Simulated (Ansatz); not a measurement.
Start from `CC(C)[NH][AlH][Cl]` and change one element to get `CC(C)[NH][AlH][F]`.

Ansatz, PBE0-D4/def2-TZVP geometries, multiplicity 1. Each molecule was computed in one conformer, which needn't be the lowest.

| property | `CC(C)[NH][AlH][Cl]` |
| --- | --- |
| size of the dipole moment (PBE/def2-TZVPP) / D | 2.31 |
| HOMO–LUMO gap (ωB97M-V/def2-TZVPP) / eV | 10.52 |
| HOMO–LUMO gap (PBE/def2-TZVPP) / eV | 4.56 |
| HOMO–LUMO gap (B3LYP/def2-TZVPP) / eV | 6.17 |
| LUMO energy (B3LYP/def2-TZVPP) / eV | -0.69 |
| LUMO energy (ωB97M-V/def2-TZVPP) / eV | 1.10 |

**Question.** What does the change do to each property? (An estimate is asked.)

**Answer.** The calculation gave: 
```tsv
property	`CC(C)[NH][AlH][F]`	shift
size of the dipole moment (PBE/def2-TZVPP) / D	2.23	-0.08
HOMO–LUMO gap (ωB97M-V/def2-TZVPP) / eV	10.71	0.19
HOMO–LUMO gap (PBE/def2-TZVPP) / eV	4.78	0.22
HOMO–LUMO gap (B3LYP/def2-TZVPP) / eV	6.39	0.22
LUMO energy (B3LYP/def2-TZVPP) / eV	-0.44	0.25
LUMO energy (ωB97M-V/def2-TZVPP) / eV	1.32	0.22
```

Dipoles are sizes alone; their direction can turn.

B3LYP here is the variant with VWN-RPA as its local correlation; programs differ in this.
